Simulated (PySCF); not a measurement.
Species: C₉H₈O₂.
Numbering: `[CH2:1]=[C:2]1[CH:3]=[CH:4][CH:5]=[C:6]([C:7](=[O:8])[OH:9])[CH:10]=[CH:11]1`

Definitions: NICS(0) = −σiso at the ring centroid; NICS(1) = −σiso and NICS(1)zz = −σzz at ±1 Å along the ring normal z. Level: GIAO PBE0/pcSseg-1 (PySCF, non-relativistic, gas phase) on the GFN2-xTB geometry, one conformer.

Ring bond lengths (Å), with Mayer bond orders in brackets: C2–C3 1.450 (1.10), C3–C4 1.347 (1.75), C4–C5 1.429 (1.20), C5–C6 1.357 (1.60), C6–C10 1.445 (1.15), C10–C11 1.340 (1.79), C11–C2 1.456 (1.08).

**Question.** What do the NICS probes read (ppm)?

**Answer.** 
| ring | type | NICS(0) | NICS(1), two faces | NICS(1)zz, two faces | rms pucker (Å) | centre to ring atoms, mean (Å) |
| --- | --- | --- | --- | --- | --- | --- |
| C2–C3–C4–C5–C6–C10–C11 | 7-membered carbocycle; formal bonds all aromatic | 11.0 | 5.3 / 5.2 | 21.0 / 20.8 | 0.01 | 1.62 |

**Question.** What do they say, and how far can they be read as aromaticity?

**Answer.** 
- C2–C3–C4–C5–C6–C10–C11: mean NICS(1)zz 20.9 ppm, deshielded. NICS(0) lies 6 ppm above the mean NICS(1).

**Question.** What does the geometric index give? HOMA takes Krygowski's 1993 parameters.

**Answer.** 
- C2–C3–C4–C5–C6–C10–C11: HOMA 0.33 = 1 − EN − GEO, with mean bond length 1.404 Å, EN = α(Ropt − mean)² = 0.062 and GEO = α × variance = 0.613.

Shape of the structure used: `[CH2:1]=[C:2]1[CH:3]=[CH:4][CH:5]=[C:6]([C:7](=[O:8])[OH:9])[CH:10]=[CH:11]1`: C5–C6–C7–O8 -179°, H–O9–C7–C6 180°.
